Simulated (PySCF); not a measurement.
## Computed vibrations of [Er(N2)2]3+

[Er(N2)2]3+ (singlet in the valence; each metal's 4f electrons, 11 of them, lie in its core potential, out of spins and levels). PySCF 2.14.0, RKS B3LYP, Er lcecp-1-SVP with ECP57, N def2-SVP; non-relativistic Hamiltonian with scalar-relativistic core potentials where named; density fitting; no spin-orbit coupling. Central differences of gradients.

```xyz
5

Er   -0.0725    0.4135    0.0000
N     0.1613   -0.9199    1.9605
N     0.2683   -1.5300    2.8799
N     0.1613   -0.9199   -1.9605
N     0.2683   -1.5300   -2.8799
```

Run from Python with OMP_NUM_THREADS=2. Where DIIS fails, smearing, a level shift and second-order steps follow.
It took 25 s on 2 threads of Intel(R) Xeon(R) 6975P-C (Granite Rapids) (shared host).

(1) What are the harmonic wavenumbers and infrared intensities?

(2) Is this a minimum?

An lcecp potential fixes the number of 4f electrons, so in runs with it no electron can move into or out of that shell.

## Answers

(1) Modes are labelled in C2v; negative numbers are unstable modes, those under 60 cm⁻¹ near the noise; a finer grid moves soft modes by up to 10 cm⁻¹.
```
cm⁻¹  km/mol  symmetry
  36     0.1        a1
 254     0.0        a2
 255     1.7        b2
 257    10.9        b1
 261     1.7        a1
 289    15.5        a1
 293    34.9        b2
2409   397.8        b2
2416   134.8        a1
```

(2) Yes, within the noise of the softest modes. Ideal gas at 298.15 K and 1 bar: S = 363.5 J/(mol K), Cp = 85.0 J/(mol K), H − H(0 K) = 19.5 kJ/mol (rigid rotor, harmonic modes, spin degeneracy alone, that of the 4f electrons in the core included; the modes under 60 cm⁻¹ make these uncertain).
